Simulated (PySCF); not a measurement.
1-octene, C8H16.
Geometry (PBE0-D3(BJ)/def2-SVP, Å), atoms numbered from 1 in this order:
```
atom  x, y, z in Å
C1     4.4763    0.6517    0.0673
C2     3.4664    0.0192   -0.5315
C3     2.2642   -0.5433    0.1574
C4     0.9540    0.0894   -0.3093
C5    -0.2766   -0.5006    0.3634
C6    -1.5845    0.1292   -0.0932
C7    -2.8173   -0.4560    0.5821
C8    -4.1191    0.1800    0.1215
H9     5.3233    1.0477   -0.4992
H10    4.4943    0.7947    1.1529
H11    3.4902   -0.0978   -1.6235
H12    2.2157   -1.6321   -0.0308
H13    2.3695   -0.4228    1.2490
H14    0.9936    1.1772   -0.1245
H15    0.8629   -0.0244   -1.4047
H16   -0.1816   -0.3919    1.4592
H17   -0.3091   -1.5893    0.1750
H18   -1.5496    1.2185    0.0913
H19   -1.6811    0.0175   -1.1888
H20   -2.7166   -0.3451    1.6765
H21   -2.8492   -1.5442    0.3961
H22   -4.9906   -0.2618    0.6280
H23   -4.1289    1.2627    0.3267
H24   -4.2646    0.0516   -0.9633
```

Computed, not measured: PySCF, TDDFT wB97X-D/def2-SVPD, vertical, gas phase, core orbitals frozen in the response.

Kohn–Sham orbitals with the atoms that hold most of them (Löwdin shares over 4%, at most four atoms; ? is withheld):

```tsv
orbital	ε (eV)	atoms
LUMO+2	2.75	C1 17%, C8 13%, C3 8%, C2 7%
LUMO+1	2.49	C8 13%, C7 10%, C6 9%, C5 8%
LUMO	2.18	?
HOMO	-9.20	?
HOMO-1	-10.80	C5 14%, C6 14%, C7 12%, C4 12%
HOMO-2	-10.87	C6 20%, C5 14%, C7 13%, H19 8%
HOMO-3	-11.07	C4 17%, C7 11%, C3 10%, H15 9%
```

(1) Which atoms hold the LUMO, and with what shares?

(2) Which atoms hold the HOMO, and with what shares?

(3) The HOMO–LUMO gap is 11.39 eV. Where does the response calculation put the lowest singlet, and from which orbitals?

(4) One configuration dominates each of S1 and S8. Which, and how do the shares of the two leading atoms of either orbital change from the occupied to the empty one?

Results:

(1) C1 (bonded to C and 2 H) 34%; C2 (bonded to 2 C and H) 34%; H10 (bonded to C) 6%; C3 (bonded to 2 C and 2 H) 6%. By element: carbon 74% or more, hydrogen 6% or more.

(2) C1 (bonded to C and 2 H) 38%; C2 (bonded to 2 C and H) 34%; C3 (bonded to 2 C and 2 H) 8%; C4 (bonded to 2 C and 2 H) 4%.

(3) S1 is at 7.44 eV (f = 0.530), 3.95 eV below the gap, made of HOMO→LUMO (95%). 

(4) 
- S1 (7.44 eV, f 0.530), HOMO→LUMO (95%): C1 38% → 34%, C2 34% → 34%
- S8 (9.00 eV, f 0.0001), HOMO-2→LUMO+1 (73%): C6 20% → 9%, C5 14% → 8%, C8 at most 9% → 13%, C7 13% → 10%

Löwdin shares depend on the basis, the more so with diffuse functions.

One conformer stands for the species.
